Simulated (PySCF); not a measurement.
Species: 1,3-cyclopentanedione, C₅H₆O₂.
Bonds: O1–C2 (double), C2–C3, C3–C4, C4–C5, C5–O6 (double), C5–C7, C2–C7. Hydrogens: H8, H9 on C3; H10, H11 on C4; H12, H13 on C7.

The same species was optimised twice, with GFN2-xTB and with PBE0-D3(BJ)/def2-SVP (PySCF), and the same property calculations (PySCF, gas phase) were run on both structures.

```json
{"coordinate": "C4–C5 (Å)", "GFN2-xTB": "1.516", "PBE0-D3(BJ)/def2-SVP": "1.526", "change": "+0.010"}
{"coordinate": "C2–C3 (Å)", "GFN2-xTB": "1.516", "PBE0-D3(BJ)/def2-SVP": "1.526", "change": "+0.010"}
{"coordinate": "C5–C7 (Å)", "GFN2-xTB": "1.511", "PBE0-D3(BJ)/def2-SVP": "1.517", "change": "+0.006"}
{"coordinate": "C2–C7 (Å)", "GFN2-xTB": "1.511", "PBE0-D3(BJ)/def2-SVP": "1.517", "change": "+0.006"}
{"coordinate": "C3–C4 (Å)", "GFN2-xTB": "1.523", "PBE0-D3(BJ)/def2-SVP": "1.524", "change": "+0.001"}
{"coordinate": "O1=C2 (Å)", "GFN2-xTB": "1.200", "PBE0-D3(BJ)/def2-SVP": "1.201", "change": "+0.001"}
{"coordinate": "C5=O6 (Å)", "GFN2-xTB": "1.200", "PBE0-D3(BJ)/def2-SVP": "1.201", "change": "+0.001"}
{"coordinate": "C2–C7–C5 (°)", "GFN2-xTB": "106.8", "PBE0-D3(BJ)/def2-SVP": "106.3", "change": "-0.5"}
{"coordinate": "C4–C5–O6 (°)", "GFN2-xTB": "125.6", "PBE0-D3(BJ)/def2-SVP": "125.1", "change": "-0.5"}
{"coordinate": "O1–C2–C3 (°)", "GFN2-xTB": "125.5", "PBE0-D3(BJ)/def2-SVP": "125.2", "change": "-0.3"}
{"coordinate": "C4–C5–C7 (°)", "GFN2-xTB": "108.7", "PBE0-D3(BJ)/def2-SVP": "109.1", "change": "+0.4"}
{"coordinate": "C3–C2–C7 (°)", "GFN2-xTB": "108.7", "PBE0-D3(BJ)/def2-SVP": "109.1", "change": "+0.4"}
{"coordinate": "C3–C4–C5 (°)", "GFN2-xTB": "106.7", "PBE0-D3(BJ)/def2-SVP": "106.5", "change": "-0.2"}
{"coordinate": "C2–C3–C4 (°)", "GFN2-xTB": "106.7", "PBE0-D3(BJ)/def2-SVP": "106.5", "change": "-0.2"}
{"coordinate": "O6–C5–C7 (°)", "GFN2-xTB": "125.7", "PBE0-D3(BJ)/def2-SVP": "125.8", "change": "+0.1"}
```

Rotational constants: A = 5883, B = 2132, C = 1618 MHz (GFN2-xTB) against A = 5819, B = 2125, C = 1611 MHz (PBE0-D3(BJ)/def2-SVP). Point groups within 0.08 Å: C2 and C2.

On the GFN2-xTB structure: lowest singlet, TDDFT (eV) 4.10 [wB97X-D/def2-SVPD]; lowest triplet, Tamm–Dancoff (eV) 3.67 [wB97X-D/def2-SVPD]; isotropic polarisability (au) 60.0 [wB97X-D/def2-SVPD]; HOMO (eV) -9.25 [wB97X-D/def2-SVPD]; LUMO (eV) 0.36 [wB97X-D/def2-SVPD]; dipole (D) 1.92 [wB97X-D/def2-SVPD]; HOMO (eV) -7.23 [PBE0/pcSseg-1]; LUMO (eV) -1.31 [PBE0/pcSseg-1]; dipole (D) 1.76 [PBE0/pcSseg-1]; GIAO shielding of O1/O6 (mean) (ppm) -346.0 [PBE0/pcSseg-1]; GIAO shielding of C2/C5 (mean) (ppm) -29.8 [PBE0/pcSseg-1]; GIAO shielding of C3/C4 (mean) (ppm) 146.4 [PBE0/pcSseg-1]; GIAO shielding of C7 (ppm) 137.6 [PBE0/pcSseg-1].

Question: What do these properties become on the PBE0-D3(BJ)/def2-SVP structure?

Answer: 
```csv
property,level,on GFN2-xTB,on PBE0-D3(BJ)/def2-SVP,change
"lowest singlet, TDDFT (eV)",wB97X-D/def2-SVPD,4.10,4.08,-0.02
"lowest triplet, Tamm–Dancoff (eV)",wB97X-D/def2-SVPD,3.67,3.65,-0.02
isotropic polarisability (au),wB97X-D/def2-SVPD,60.0,60.8,+0.8
HOMO (eV),wB97X-D/def2-SVPD,-9.25,-9.25,0.00
LUMO (eV),wB97X-D/def2-SVPD,0.36,0.33,-0.03
dipole (D),wB97X-D/def2-SVPD,1.92,1.86,-0.06
"energy, GFN2-xTB geometry as zero (kcal/mol)",wB97X-D/def2-SVPD,0.0,-0.4,-0.4
HOMO (eV),PBE0/pcSseg-1,-7.23,-7.23,0.00
LUMO (eV),PBE0/pcSseg-1,-1.31,-1.34,-0.03
dipole (D),PBE0/pcSseg-1,1.76,1.70,-0.06
"energy, GFN2-xTB geometry as zero (kcal/mol)",PBE0/pcSseg-1,0.0,-0.2,-0.2
GIAO shielding of O1/O6 (mean) (ppm),PBE0/pcSseg-1,-346.0,-347.6,-1.6
GIAO shielding of C2/C5 (mean) (ppm),PBE0/pcSseg-1,-29.8,-30.3,-0.5
GIAO shielding of C3/C4 (mean) (ppm),PBE0/pcSseg-1,146.4,144.5,-1.9
GIAO shielding of C7 (ppm),PBE0/pcSseg-1,137.6,137.2,-0.4
```

The heavy atoms differ by 0.008 Å rms after alignment. Among bonds between heavy atoms C2–C3 and C4–C5 change most and about equally (+0.010 Å). Changes are differences of the printed values. Neither structure is proved a minimum here.

The pairwise dispersion term of wB97X-D wasn't added to the energies; at a given geometry it leaves orbitals and properties as they are.
